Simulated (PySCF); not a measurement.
H₁₀PSi₃, charge +1, singlet, at a GFN2-xTB geometry. Base run: DF-M062X/pcseg-1 (PySCF).

PySCF was given this input:
```python
from pyscf import gto, scf, dft

mol = gto.Mole()
mol.atom = '''
    Si    0.048558    2.112909   -0.855008
    P     0.019501    0.088388    0.250948
    Si    1.931302   -1.200178    0.165612
    Si   -2.001940   -1.012808    0.405262
    H     1.335198    2.689626   -0.474458
    H    -0.055925    1.707993   -2.253254
    H    -1.122063    2.806684   -0.324739
    H     0.120316    0.545338    1.548302
    H     3.000162   -0.240230    0.428104
    H     1.895114   -1.725275   -1.195611
    H     1.719130   -2.192996    1.215448
    H    -1.759147   -2.027300    1.427378
    H    -2.935376    0.042524    0.789754
    H    -2.180805   -1.531109   -0.947267
'''
mol.basis = 'pcseg-1'
mol.charge = 1
mol.spin = 0
mol.verbose = 3
mol.build()

mf = dft.RKS(mol)
mf.xc = 'm062x'
mf = mf.density_fit(auxbasis='def2-universal-jkfit')
mf.kernel()
```

The job was repeated with other settings on one machine. Differences are taken from the largest grid of the series, which the next largest meets within 10 µEh (grids.atom_grid = (150, 974): -1215.431347 Eh). The cheapest run took roughly 10 core-seconds.

```csv
setting,grid points,"cost, times the cheapest (rough)",difference in total energy (µEh)
"grids.atom_grid = (30, 110)",34560,1,14549
grids.level = 1,50368,1,-2179
grids.prune = dft.gen_grid.sg1_prune,68688,1,-240
grids.level = 2,101424,2,240
"grids.atom_grid = (50, 194)",92408,2,-2156
grids.prune = dft.gen_grid.treutler_prune,155936,3,19
base,174800,3,-11
"grids.atom_grid = (99, 590)",452536,7,7
"grids.atom_grid = (150, 974)",1132440,20,reference
```

Times come from a shared machine, hold the start-up and are rough.
